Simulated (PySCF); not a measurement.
Cyclo-(Cl2SnO)2.
Bonds: Sn1–Cl2, Sn1–Cl3, Sn1–O4, Sn1–O8, O4–Sn5, Sn5–Cl6, Sn5–Cl7, Sn5–O8.

Level of theory: PySCF 2.14.0, PBE0-D3(BJ)/def2-SVP geometry optimisation, gas phase, def2 core potentials past Kr.

Q: How far are the bound atoms from Sn1?

A: 4 atoms: O8 2.000 Å, O4 2.000 Å, Cl3 2.308 Å, Cl2 2.308 Å. The nearest atom not counted as bound is Sn5, at 2.93 Å.

Q: List the angles at Sn1.

A: 
```json
{"angle": "Cl2–Sn1–O8", "degrees": "115.7", "distance of the outer atoms (Å)": "3.65"}
{"angle": "Cl2–Sn1–O4", "degrees": "115.7", "distance of the outer atoms (Å)": "3.65"}
{"angle": "Cl3–Sn1–O4", "degrees": "115.6", "distance of the outer atoms (Å)": "3.65"}
{"angle": "Cl3–Sn1–O8", "degrees": "115.5", "distance of the outer atoms (Å)": "3.65"}
{"angle": "Cl2–Sn1–Cl3", "degrees": "107.7", "distance of the outer atoms (Å)": "3.73"}
{"angle": "O4–Sn1–O8", "degrees": "85.8", "distance of the outer atoms (Å)": "2.72"}
```

Q: Describe the arrangement about Sn1 in numbers.

A: Angles from 85.8° to 115.7°; τ4 = (360° − α − β)/141° = 0.91 with α and β the two widest (0 for a square, 1 for a tetrahedron).

Q: Give some angles away from the centre.

A: Sn1–O4–Sn5 94.2°.

Q: What are the rotational constants (commonest isotopes, rigid rotor)?

A: A = 927.2, B = 298.7, C = 238.6 MHz: an asymmetric top.

Point group: D2h (every atom within 0.08 Å of its image). Charge 0, singlet. Stationary, but not proved a minimum.

Hardware: one thread of an Arm Neoverse V2, shared host. Cost: 4.1 min, 0.72 GiB resident at most. That covers the optimisation of the geometry.

One conformer stands for the species.
